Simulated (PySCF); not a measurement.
I₃In, SMILES [I][In]([I])[I] (connectivity only; charge and spin as stated), charge -1, multiplicity 2.

Coordinates come from a r2SCAN-D4/def2-SVPD optimisation. The spin state was assumed, not searched. The isomer is the one that the SMILES or the coordinates give; other isomers of the formula were not compared. The def2 effective core potentials stand for the cores of I, In; spin–orbit coupling is left out.

Two levels are set side by side: PBE/def2-SVPD (PySCF) and r2SCAN/def2-SVPD (PySCF). Same geometry, gas phase. Differences are taken from unrounded values.

```json
[
 {"quantity": "α-spin orbital gap (eV)", "r2SCAN": "3.34"},
 {"quantity": "β-spin orbital gap (eV)", "r2SCAN": "2.22"},
 {"quantity": "mean polarisability (bohr³)", "r2SCAN": "196.2"}
]
```

**Question.** What does PBE give, and how far is it from r2SCAN? (Estimate from the structure and the level; the computed values follow.)

**Answer.** 
```tsv
quantity	PBE	PBE minus r2SCAN
α-spin orbital gap (eV)	2.87	-0.47
β-spin orbital gap (eV)	1.74	-0.48
mean polarisability (bohr³)	207.1	11.0
```

Rough cost on one machine, each run with all the roots and properties that it gave: r2SCAN against PBE within a factor of 2.
